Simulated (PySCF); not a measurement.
# How far are cheaper levels from CCSD(T)/CBS for BeO?

PySCF; the state is a singlet (closed shell). The composite is CCSD(T) extrapolated to the basis-set limit from two correlation-consistent sets, with core-valence (CV) and scalar-relativistic (SR) terms as its label shows; it has no spin–orbit coupling and nothing beyond (T). Here it is CCSD(T)/CBS(TQ)+CV+SR. It gives Re = 1.332 Å, ωe = 1487 cm⁻¹ and De = 4.63 eV to Be + O.

```csv
level,basis,relativity,Re (Å),ωe (cm⁻¹),De (eV)
RHF-CCSD(T),3-21G,no relativity,1.397,1379,3.31
RHF-CCSD(T),"6-31G(d,p)",no relativity,1.350,1424,3.88
RHF-CCSD(T),pcseg-2,no relativity,1.339,1443,4.30
PBE,pcseg-2,no relativity,1.344,1475,5.21
PBE,x2c-TZVPPall,spin-free X2C,1.346,1455,5.08
PW91,"6-31G(d,p)",no relativity,1.346,1473,5.21
r²SCAN,3-21G,no relativity,1.373,1509,4.63
r²SCANh,"6-31G(d,p)",no relativity,1.330,1552,4.61
PBE0,x2c-SVPall,spin-free X2C,1.338,1527,4.30
PBE0,"6-31G(d,p)",no relativity,1.326,1563,4.46
```

Q: Give the difference of each row from the composite.

A: 

```csv
level,basis,ΔRe (pm),Δωe (%),ΔDe (eV)
RHF-CCSD(T),3-21G,+6.5,-7.3,-1.32
RHF-CCSD(T),"6-31G(d,p)",+1.8,-4.2,-0.75
RHF-CCSD(T),pcseg-2,+0.7,-3.0,-0.33
PBE,pcseg-2,+1.2,-0.8,+0.58
PBE,x2c-TZVPPall,+1.4,-2.2,+0.45
PW91,"6-31G(d,p)",+1.4,-0.9,+0.58
r²SCAN,3-21G,+4.1,+1.5,+0.00
r²SCANh,"6-31G(d,p)",-0.2,+4.4,-0.02
PBE0,x2c-SVPall,+0.6,+2.7,-0.33
PBE0,"6-31G(d,p)",-0.6,+5.1,-0.17
```

Q: Which rows come closest in De?

A: r²SCAN in 3-21G (+0.00 eV), counted from the composite.

Measured (Huber and Herzberg, Constants of Diatomic Molecules (1979)): Re = 1.3309 Å, ωe = 1487.32 cm⁻¹; the composite is off by +0.9 mÅ and -0.7 cm⁻¹.

Correlated steps freeze the inner cores (1 to 2 orbitals); shallow outer-core shells are correlated. Correlated levels converge slowly with the basis: in double zeta they bind strong bonds too weakly, by up to about 1 eV, and carry superposition errors of some tenths. Where the molecule has an RHF reference, its open-shell atoms are computed with UHF. The CCSD T1 diagnostic is raised in BeO, a sign that a single reference may not be enough there. 3-21G is very small, so such numbers show the basis as much as the molecule.
